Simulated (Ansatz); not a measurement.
Reaction (homolysis of the H–Si bond): `O[SiH2][SiH](O)Cl` → H• + `O[SiH][SiH](O)Cl`•

Program: Ansatz. Geometries: PBE0-D4/def2-TZVP. ΔE: electronic, gas phase. CBS: MP2 limit from def2 TZ/QZ plus the TZ coupled-cluster correction, frozen cores. This one scheme is used for every species, atoms too. Functionals use def2-TZVPP. B3LYP here is the variant with VWN-RPA as its local correlation; programs differ in this. No spin–orbit coupling; open shells (•) take unrestricted orbitals. One conformer a species, not always the lowest.

`O[SiH2][SiH](O)Cl`:

Cartesian coordinates in Å:
```
O -0.965 -1.847 0.484
Si 0.085 -1.255 -0.642
Si 0.514 0.977 -0.050
O -0.879 1.374 0.738
Cl 2.125 1.140 1.232
H -1.537 -1.197 0.899
H -0.491 -1.296 -2.017
H 1.310 -2.091 -0.619
H 0.802 1.941 -1.143
H -0.964 2.252 1.117
```

`O[SiH][SiH](O)Cl`•:

```xyz
9

O     0.742    0.376    2.236
Si    0.996    0.934    0.699
Si   -0.174   -0.306   -0.899
O    -1.717   -0.305   -0.331
Cl   -0.022    0.682   -2.705
H    -0.175    0.241    2.487
H     2.471    0.918    0.500
H     0.249   -1.702   -1.196
H    -2.369   -0.838   -0.791
```

| level | ΔE (kJ/mol) |
| --- | --- |
| ωB97X-V | 391.4 |
| ωB97M-V | 391.5 |
| B3LYP | 380.7 |
| HF/def2-TZVPP | 311.6 |
| CCSD/def2-TZVPP | 387.8 |
| CCSD(T)/def2-TZVPP | 387.4 |
| HF/def2-QZVPP | 311.0 |
| HF/CBS(def2) | 311.0 |

Problem. What does CCSD(T)/CBS give? (Best estimate.)

Solution. Computed: +394.1 kJ/mol. The listed levels differ from it by -2.7, -2.6, -13.4, -82.5, -6.3, -6.7, -83.1, -83.1 kJ/mol.

Largest T1 diagnostic among the species: 0.014.

In def2-TZVPP, CCSD(T) changes the Hartree–Fock value by +75.8 kJ/mol (the triples alone add −0.4 kJ/mol) and MP2 by +67.4 kJ/mol; breaking electron pairs costs correlation energy, which Hartree–Fock lacks. From PBE to PBE0 (25 % exact exchange), in def2-TZVPP and without D4, ΔE moves by +7.2 kJ/mol.
